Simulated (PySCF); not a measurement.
SCF from a fresh guess for singlet PbOBr2, at the PBE0 minimum. PySCF input:

```python
from pyscf import gto, scf, dft
mol = gto.M(atom='''
Pb    -0.000000    -0.000000     0.581995
O     -0.000000    -0.000000     2.513081
Br     2.007080    -0.000000    -1.023709
Br    -2.007080     0.000000    -1.023709''',
    basis={'Pb': 'def2-SVP', 'O': 'def2-SVP', 'Br': 'def2-SVP'},
    ecp={'Pb': 'def2-SVP'},
    charge=0, spin=0)
mf = dft.RKS(mol, xc='PBE0')
mf.grids.atom_grid = (50, 194)
aux = {'Pb': 'def2-universal-JKFIT', 'O': 'def2-universal-JKFIT', 'Br': 'def2-universal-JKFIT'}
mf = mf.density_fit(auxbasis=aux)
mf.conv_tol = 1e-08
mf.diis_space = 10
mf.max_cycle = 60
mf.init_guess = 'minao'
mf.verbose = 4
mf.kernel()
```

Excerpt of the output (cycles and frontier levels):

```
init E= -5388.97454209469
cycle= 1 E= -5411.97857585323  delta_E=  -23  |g|= 2.91  |ddm|= 13.7
  HOMO = 0.1014469086791  LUMO = 0.150120962083465  gap/eV = 1.32449
cycle= 2 E= -5391.82900859784  delta_E= 20.1  |g|= 8.79  |ddm|= 20.4
  HOMO = -0.0712241921756772  LUMO = -0.027216429472736  gap/eV = 1.19751
cycle= 3 E= -5414.10145232121  delta_E= -22.3  |g|= 1.72  |ddm|= 18.5
  HOMO = -0.255325103259744  LUMO = -0.158228150966735  gap/eV = 2.64214
cycle= 4 E= -5414.96527783405  delta_E= -0.864  |g|= 0.441  |ddm|= 2.23
  HOMO = -0.297611167837768  LUMO = -0.187079715041939  gap/eV = 3.00771
cycle= 5 E= -5414.86874812935  delta_E= 0.0965  |g|= 0.814  |ddm|= 1.38
  HOMO = -0.308033898223472  LUMO = -0.169023099267129  gap/eV = 3.78268
cycle= 6 E= -5415.02919363448  delta_E= -0.16  |g|= 0.137  |ddm|= 0.889
  HOMO = -0.312892706242452  LUMO = -0.169330293556797  gap/eV = 3.90653
cycle= 7 E= -5415.03269041097  delta_E= -0.0035  |g|= 0.0464  |ddm|= 0.185
  HOMO = -0.306069787528736  LUMO = -0.165560719631515  gap/eV = 3.82345
cycle= 8 E= -5415.0332476614  delta_E= -0.000557  |g|= 0.00527  |ddm|= 0.0513
  HOMO = -0.306572488965149  LUMO = -0.165769590786404  gap/eV = 3.83144
cycle= 9 E= -5415.03325660343  delta_E= -8.94e-06  |g|= 0.00122  |ddm|= 0.00822
  HOMO = -0.306509331287131  LUMO = -0.165720629843605  gap/eV = 3.83106
cycle= 10 E= -5415.03325712793  delta_E= -5.24e-07  |g|= 0.000259  |ddm|= 0.00198
  HOMO = -0.306503341321511  LUMO = -0.165747003690313  gap/eV = 3.83018
cycle= 11 E= -5415.03325716769  delta_E= -3.98e-08  |g|= 9.6e-05  |ddm|= 0.000711
  HOMO = -0.306486550886392  LUMO = -0.1657389473067  gap/eV = 3.82994
cycle= 12 E= -5415.03325717171  delta_E= -4.02e-09  |g|= 3.34e-05  |ddm|= 0.0002
  HOMO = -0.306498681364907  LUMO = -0.165742253972972  gap/eV = 3.83018
Extra cycle  E= -5415.03325716926  delta_E= 2.44e-09  |g|= 0.000108  |ddm|= 0.000149
converged SCF energy = -5415.03325716926
```

No lower solution of this spin was found by a stability analysis within the restricted form, which does not test spin polarisation.

With an element this heavy the missing spin–orbit coupling can shift these numbers.

The search for the lowest solution, with the stability check, took 14 s on 2 threads of a shared Arm Neoverse N1 host, with 104 basis functions; the process peaked at 0.38 GiB. Launch command: `OMP_NUM_THREADS=2 python axn.py task.json out`.
